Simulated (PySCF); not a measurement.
From one molecule to another.

First species: C₄H₇FS.
SMILES: `C[C@@H]1S[C@@H]1CF`

Second species: C5H11NO.
Numbering: `[CH3:1][O:2]/[CH:3]=[CH:4]\[N:5]([CH3:6])[CH3:7]` (hydrogens: H8, H9, H10 on C1; H11 on C3; H12 on C4; H13, H14, H15 on C6; H16, H17, H18 on C7)

Structure used (GFN2-xTB), in Å, numbered top down from 1:
```xyz
18
C5H11NO angstrom
C      3.0251    0.6357    0.1604
O      1.6754    0.3148    0.3583
C      1.0692   -0.3088   -0.7211
C     -0.2444   -0.4512   -0.9069
N     -1.3153    0.0419   -0.1811
C     -1.1011    0.4947    1.1729
C     -2.5769   -0.6364   -0.3600
H      3.3811    1.0609    1.0979
H      3.6197   -0.2536   -0.0819
H      3.1502    1.3736   -0.6415
H      1.7505   -0.7222   -1.4532
H     -0.5391   -0.9842   -1.7998
H     -0.1745    1.0552    1.2256
H     -1.9310    1.1420    1.4610
H     -1.0473   -0.3412    1.8838
H     -2.7315   -0.8607   -1.4139
H     -3.3812    0.0199   -0.0237
H     -2.6377   -1.5740    0.2117
```

Levels: PBE0/def2-SVPD for dipole moment, HOMO energy, LUMO energy, HOMO–LUMO gap, static isotropic polarisability and electronic spatial extent ⟨r²⟩ about the centre of nuclear charge; TDDFT PBE0/def2-SVPD for lowest singlet excitation; TDA PBE0/def2-SVPD for lowest triplet excitation (Tamm–Dancoff); GFN2-xTB for rotational constant A and rotational constant C. Geometries: GFN2-xTB. Each species is one conformer at its optimised geometry, gas phase, non-relativistic unless stated; the electronic structure was computed with PySCF and density fitting.

Dipoles, sizes and rotational constants follow the conformer. The torsions of the flexible species, by atom-mapped SMILES:
- `[CH3:1][C@@H:2]1[S:3][C@@H:4]1[CH2:5][F:6]`: S3–C4–C5–F6 -158°
- `[CH3:1][O:2]/[CH:3]=[CH:4]\[N:5]([CH3:6])[CH3:7]`: C1–O2–C3–C4 -164°, C3–C4–N5–C6 -19°

Which of the two has the higher S1 energy, and by how much?

The first: 4.91 eV against 4.68 eV, a difference of 0.23 eV.

Which has the higher dipole moment?

The first: 0.65 D against 0.33 D, a difference of 0.32 D.

Which has the higher HOMO energy?

The second: -5.07 eV against -6.82 eV, a difference of 1.75 eV.

Which of the two has the higher ⟨r²⟩, and by how much?

The second: 1043 bohr² against 748 bohr², a difference of 295 bohr².

Which of the two has the higher static isotropic polarisability, and by how much?

The second: 81.5 au against 67.9 au, a difference of 13.6 au.

Which has the higher T1 energy?

The first: 4.45 eV against 3.76 eV, a difference of 0.69 eV.

Which has the higher rotational constant C?

The first: 1.613 GHz against 1.173 GHz, a difference of 0.440 GHz.

Which has the higher rotational constant A?

The second: 6.923 GHz against 4.359 GHz, a difference of 2.564 GHz.

On the first: The dipole matches unit charges of opposite sign 0.14 Å apart (1 e·Å = 4.8032 D). The principal polarisabilities are 59.0, 69.1 and 75.5 au; their mean is the isotropic value.

On the second: The polarisability is 12.07 Å³ as a volume (1 au = 0.148185 Å³), or 1.45 au for each of the 56 electrons. A dipole of 0.33 D is allowed in C1, and pure rotational transitions are dipole-allowed.
